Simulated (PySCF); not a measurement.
**Frontier orbitals and the lowest excitations**

Compound: C6H8O3.
Geometry (GFN2-xTB, Å), atoms numbered from 1 in this order:
```xyz
17
C6H8O3 angstrom
O      3.2209    1.1852    0.1142
C      3.0571    0.0847   -0.3272
O      1.9345   -0.5889   -0.4794
C      0.6696   -0.1019   -0.1449
C      0.4193    1.0581    0.4641
O     -0.8205    1.5088    0.7669
C     -1.9018    0.7645    0.2365
C     -1.6589   -0.7390    0.3203
C     -0.4193   -1.0767   -0.5041
H      3.8790   -0.5574   -0.6931
H      1.1829    1.7508    0.7783
H     -2.7751    1.0642    0.8201
H     -2.0568    1.0571   -0.8106
H     -2.5324   -1.2761   -0.0473
H     -1.4939   -1.0124    1.3637
H     -0.6407   -1.0196   -1.5736
H     -0.0709   -2.0892   -0.2937
```

Computed with TDDFT PBE0/def2-SVPD, vertical, gas phase, core orbitals frozen in the response in PySCF.

Kohn–Sham orbitals with the atoms that hold most of them (Löwdin shares over 4%, at most four atoms; ? is withheld):

```csv
orbital,ε (eV),atoms
LUMO+2,1.01,"C2 15%, C4 12%, O3 12%, C5 11%"
LUMO+1,0.55,"C8 12%, C7 11%, C9 11%, H14 10%"
LUMO,-0.32,"C2 30%, O1 26%, O3 13%, C5 10%"
HOMO,-6.42,?
HOMO-1,-8.26,?
HOMO-2,-9.25,"O6 30%, C8 14%, C7 14%, C5 9%"
HOMO-3,-9.59,"O6 22%, C7 19%, H13 12%, C8 11%"
```

Give the leading atoms of the HOMO.

C4 (bonded to 2 C and O) 28%; O6 (bonded to 2 C) 24%; C5 (bonded to C, O and H) 21%; O3 (bonded to 2 C) 10%. By element: carbon 48% or more, oxygen 34% or more.

Which atoms hold the HOMO-1, and with what shares?

O1 (bonded to C) 60%; C2 (bonded to 2 O and H) 11%; O3 (bonded to 2 C) 8%; H10 (bonded to C) 6%. By element: oxygen 69% or more, carbon 11% or more, hydrogen 6% or more.

The HOMO–LUMO gap is 6.11 eV. Where does the response calculation put the lowest singlet, and from which orbitals?

S1 is at 5.23 eV (f = 0.141), 0.87 eV below the gap, made of HOMO→LUMO (97%). 

One configuration dominates each of S1, S2 and S3. Which, and how do the shares of the two leading atoms of either orbital change from the occupied to the empty one?

- S1 (5.23 eV, f 0.141), HOMO→LUMO (97%): C4 28% → at most 11%, O6 24% → at most 11%, C2 at most 11% → 30%, O1 at most 11% → 26%
- S2 (5.72 eV, f 0.0052), HOMO-1→LUMO (91%): O1 60% → 26%, C2 11% → 30%
- S3 (5.91 eV, f 0.0063), HOMO→LUMO+1 (96%): C4 28% → at most 11%, O6 24% → at most 11%, C8 at most 11% → 12%, C7 at most 11% → 11%

Löwdin shares depend on the basis, the more so with diffuse functions.

Time: 62 s; peak memory 0.99 GiB. Hardware: Arm Neoverse V1, one thread, on a shared host.

One conformer stands for the species.
